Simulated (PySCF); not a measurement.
Simulated outer-valence photoelectron spectrum of `C#[C][GeH2][Cl]`. Level of theory: EOM-IP-CCSD/aug-cc-pVDZ in PySCF, restricted Hartree–Fock reference, frozen core, non-relativistic, gas phase, PBE0-D3(BJ)/def2-SVP geometry.

Each root has a Gaussian of 0.8 eV full width with its one-hole share as area; cross sections and vibrations are left out, and the highest printed point is 100.

ionisation energy (eV), intensity and a bar:
```
     10.0          0 
     10.2          3 #
     10.4         10 ###
     10.6         26 ########
     10.8         53 ################
     11.0         82 #########################
     11.2        100 ##############################
     11.4         98 #############################
     11.6         78 #######################
     11.8         48 ##############
     12.0         22 #######
     12.2          8 ##
     12.4          3 #
     12.6          3 #
     12.8         10 ###
     13.0         24 #######
     13.2         43 #############
     13.4         59 ##################
     13.6         66 ####################
     13.8         62 ###################
     14.0         51 ###############
     14.2         37 ###########
     14.4         22 ######
     14.6         10 ###
     14.8          3 #
     15.0          1 
     15.2          0 
     15.4          0 
     15.6          0 
     15.8          0 
     16.0          0 
     16.2          0 
     16.4          0 
     16.6          0 
     16.8          0 
     17.0          1 
     17.2          4 #
     17.4         11 ###
     17.6         22 ######
     17.8         29 #########
     18.0         28 ########
     18.2         19 ######
     18.4          9 ###
     18.6          3 #
     18.8          1 
     19.0          0
```

Where are the maxima, and how many lines lie under the curve?

3 maxima, at 11.3, 13.6 and 17.9 eV, from 8 lines. At this width some lines have no maximum of their own.

List the lines with their holes.

```tsv
E (eV)	leading hole (HF orbital)	area	Koopmans (eV)
11.02	HOMO	0.96	11.21
11.11	HOMO-1	0.96	11.27
11.45	HOMO-2	0.95	12.22
11.54	HOMO-3	0.95	12.43
13.35	HOMO-4	0.95	14.11
13.63	HOMO-5	0.94	14.46
14.07	HOMO-6	0.93	15.50
17.87	HOMO-7	0.92	19.65
```

The widest gap, 3.80 eV, lies between 14.07 and 17.87 eV. Only orbitals with −ε under 21 eV, eight at most, were ionised, so the high end of the curve may lack lines.
